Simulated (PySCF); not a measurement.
SnH2, SMILES [SnH2] (connectivity only; charge and spin as stated), neutral, multiplicity 1.

Coordinates come from a B3LYP-D3(BJ)/def2-TZVPD optimisation. The def2 effective core potentials stand for the cores of Sn; spin–orbit coupling is left out.

Vertical ionisation energy (IE) and electron affinity (EA) in eV. Rows of orbital energies are one-electron estimates. Where ΔSCF, EOM or ADC give a negative EA the extra electron is unbound and the value depends on the basis.

```
level                                            IE    EA
---------------------------------------------  ----  ----
−ε(HOMO), −ε(LUMO), PBE/def2-TZVPD (PySCF)     5.69  3.78
−ε(HOMO), −ε(LUMO), r2SCAN/def2-TZVPD (PySCF)     …     …
```

**Question.** Complete the blanks. (Estimate from the structure and the level; the computed values follow.)

**Answer.** 
- −ε(HOMO), −ε(LUMO), r2SCAN/def2-TZVPD (PySCF), IE: 5.92
- −ε(HOMO), −ε(LUMO), r2SCAN/def2-TZVPD (PySCF), EA: 3.60
